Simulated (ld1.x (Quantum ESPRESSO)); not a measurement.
**Transferability test, PAW potential for Bi (Z = 83)**

```
Element                 : Bi
Generator               : ld1.x (Quantum ESPRESSO) 7.5
Type                    : PAW
Functional              : PBE
Relativity              : scalar-relativistic
Frozen core             : [Xe] 4f14 5d10
Valence charge          : 5
Reference configuration : 6s2 6p1 (charge +2)
Partial waves           : 6s (bound): rcut 1.75, rcutus 2.25 bohr; 6s channel at -1.9 Ry: rcut 1.75, rcutus 2.25 bohr; 6p (bound): rcut 1.90, rcutus 2.35 bohr; 6p channel at -0.9 Ry: rcut 1.90, rcutus 2.35 bohr
Local potential         : all-electron potential smoothed inside 2.05 bohr (lloc = -1)
Core correction         : Bessel-smoothed model core inside 2.10 bohr
Augmentation charge     : PSQ, inside the norm-conserving radii
```

Energies are relative to the spin-unpolarised reference configuration 6s2 6p1; without spin polarisation the order of configurations can differ from experiment.

**Question.** Give the all-electron excitation energy and the error of the potential for: 6s2 6p3; 6s2 6p2; 6s2 6p0; 6s1 6p0; 6s1 6p3; 6s2 6p3.3; 6s2 6p2.5.

**Answer.**

```tsv
valence configuration	charge	ΔE all-electron (eV)	error AE − PS (meV)
6s2 6p3	0	-23.160	-61
6s2 6p2	+1	-15.247	-22
6s2 6p0	+3	23.343	-70
6s1 6p0	+4	68.748	-524
6s1 6p3	+1	-4.428	-0.2
6s2 6p3.3	-0.3	-24.253	-69
6s2 6p2.5	+0.5	-20.063	-43
```

Levels in the configuration 6s2 6p2:

```
level  all-electron (eV)  pseudo (eV)
   6s            -22.110      -22.013
   6p            -11.439      -11.393
```

Note: ghost state, extra bound levels that the all-electron valence spectrum of the same l lacks: d at -18.8 eV. A true bound ghost makes a file unfit for plane-wave use.
